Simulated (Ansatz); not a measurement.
```yaml
crystal:
  periodic: [false, false, false]
  atoms:
    - {symbol: C, position_ang: [-2.460752, 0.785297, -0.435752]}
    - {symbol: C, position_ang: [-1.373204, 0.757159, -0.284248]}
    - {symbol: Si, position_ang: [0.394219, 0.625186, -0.010960]}
    - {symbol: N, position_ang: [1.553953, 0.230394, -1.359488]}
    - {symbol: Ga, position_ang: [0.568001, -1.332744, 1.517246]}
    - {symbol: H, position_ang: [-3.667175, 0.881448, -0.516915]}
    - {symbol: H, position_ang: [0.977174, 1.693612, 0.584579]}
    - {symbol: H, position_ang: [1.551135, 1.113558, -2.037292]}
    - {symbol: H, position_ang: [1.464849, -0.635446, -1.871392]}
    - {symbol: H, position_ang: [0.722396, -2.818781, 0.906260]}
    - {symbol: H, position_ang: [0.210343, -1.194011, 3.048093]}
basis:
  gaussian: {orbitals: ANO-RCC-VTZP, point_charges: [{charge: 1.00, position_ang: [4.146, -0.685, -0.554]}]}
hamiltonian: {xc: {name: PBE0}, dispersion: d3bjatm}
```

```sh
$ ansatz run in.yaml --threads 4 --pin off --events-out ev --progress --plain --max-ram 10444MiB
```

It prints (some lines left out):

```
Functional definition: PBE0
1910 factors; their error is unknown
mean field evaluation 1: about -64425.7515 eV, gradient 7.9e1 eV
mean field evaluation 2: about -64406.1105 eV, gradient 1.1e2 eV
mean field evaluation 4: about -64437.9380 eV, gradient 8.2e0 eV
mean field evaluation 8: about -64438.0737 eV, gradient 4.3e-2 eV
mean field evaluation 16: about -64438.4085 eV, gradient 7.2e-5 eV
mean field -64438.40854884 eV, -2368.0678362478 hartree, gradient 7.2e-5 eV, S^2 0.000000; 0 other end points of the search recorded, 0 dependent functions left out
reference -64438.40861595 eV, -2368.0678387142 hartree; 35, 35 occupied and 216, 216 virtual orbitals, 1910 factors
Total energy: -64438.63251590 eV, -2368.0760668853 hartree
Relativity: scalar
```

It took 6 s on 4 threads of an Arm Neoverse V2 on a shared host, with 0.77 GiB of host memory at the peak.
